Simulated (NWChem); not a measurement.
Ionisation of C$_{2}$F$_{3}$

```
C
F 1 1.3086
F 1 1.3145 2 112.16
C 1 1.3207 2 122.95 3 180.00
F 4 1.2952 1 129.95 2 180.00
```
Charge 0, spin multiplicity 2.

Program: NWChem. Structure: optimised with UPBE0/def2-SVP, a minimum by its harmonic frequencies.

Basis set: def2-SVPD. The species with one electron less has spin multiplicity 3 and keeps the geometry of the parent. Δ marks differences of total energies (open shells unrestricted). −ε marks an orbital energy of the parent. That orbital need not have the symmetry of the hole or added electron in the Δ rows.

The correlated methods keep 5 core orbitals frozen. B3LYP has NWChem's definition, with VWN1-RPA local correlation. The structure started from a generated list of species. The unpaired electrons of the parent sit in orbitals of symmetry a' (Cs labels of the run); other states weren't searched. The stability of the SCF solutions was not checked.

Task: Order these methods by the first vertical ionisation energy they give, lowest first: ΔM06-2X, ΔB2PLYP, ΔB3LYP, −ε(beta HOMO) of TPSS, evGW@PBE, G0W0@PBE.

Result: −ε(beta HOMO) of TPSS (6.34 eV), G0W0@PBE (9.54 eV), evGW@PBE (9.98 eV), ΔB2PLYP (10.41 eV), ΔB3LYP (10.52 eV), ΔM06-2X (10.61 eV)
